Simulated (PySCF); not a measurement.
## Radial density of Se⁺ (selenium, charge +1)

UHF, [Ar] 3d10 4s2 4p3, high-spin 4S determinant. Calculation: PySCF 2.14, in aug-cc-pVTZ-PP with ECP10MDF (6s5p4d2f, 55 functions); a scalar-relativistic core potential. This is the valence pseudo-density: the core potential removes the inner electrons and smooths the orbitals near the nucleus.

```json
{"r (bohr)": "0.000597", "4πr²ρ (e/bohr)": "2.840e-05", "4πr²(ρα − ρβ)": "0.0000"}
{"r (bohr)": "0.00100", "4πr²ρ (e/bohr)": "8.015e-05", "4πr²(ρα − ρβ)": "0.0000"}
{"r (bohr)": "0.00169", "4πr²ρ (e/bohr)": "0.0002251", "4πr²(ρα − ρβ)": "0.0000"}
{"r (bohr)": "0.00284", "4πr²ρ (e/bohr)": "0.0006242", "4πr²(ρα − ρβ)": "0.0000"}
{"r (bohr)": "0.00478", "4πr²ρ (e/bohr)": "0.001673", "4πr²(ρα − ρβ)": "0.0000"}
{"r (bohr)": "0.00803", "4πr²ρ (e/bohr)": "0.004144", "4πr²(ρα − ρβ)": "0.0000"}
{"r (bohr)": "0.0135", "4πr²ρ (e/bohr)": "0.009027", "4πr²(ρα − ρβ)": "0.0000"}
{"r (bohr)": "0.0227", "4πr²ρ (e/bohr)": "0.01752", "4πr²(ρα − ρβ)": "0.0000"}
{"r (bohr)": "0.0382", "4πr²ρ (e/bohr)": "0.03132", "4πr²(ρα − ρβ)": "0.0000"}
{"r (bohr)": "0.0643", "4πr²ρ (e/bohr)": "0.1043", "4πr²(ρα − ρβ)": "-0.0001"}
{"r (bohr)": "0.108", "4πr²ρ (e/bohr)": "0.7768", "4πr²(ρα − ρβ)": "-0.0009"}
{"r (bohr)": "0.182", "4πr²ρ (e/bohr)": "4.964", "4πr²(ρα − ρβ)": "0.0059"}
{"r (bohr)": "0.306", "4πr²ρ (e/bohr)": "19.96", "4πr²(ρα − ρβ)": "0.1451"}
{"r (bohr)": "0.515", "4πr²ρ (e/bohr)": "32.22", "4πr²(ρα − ρβ)": "0.1949"}
{"r (bohr)": "0.866", "4πr²ρ (e/bohr)": "11.88", "4πr²(ρα − ρβ)": "0.1070"}
{"r (bohr)": "1.46", "4πr²ρ (e/bohr)": "3.796", "4πr²(ρα − ρβ)": "1.5317"}
{"r (bohr)": "2.45", "4πr²ρ (e/bohr)": "1.717", "4πr²(ρα − ρβ)": "1.1694"}
{"r (bohr)": "4.12", "4πr²ρ (e/bohr)": "0.1214", "4πr²(ρα − ρβ)": "0.1005"}
{"r (bohr)": "6.93", "4πr²ρ (e/bohr)": "0.0006763", "4πr²(ρα − ρβ)": "0.0007"}
```

Energies and moments cover only the electrons outside the core potential.
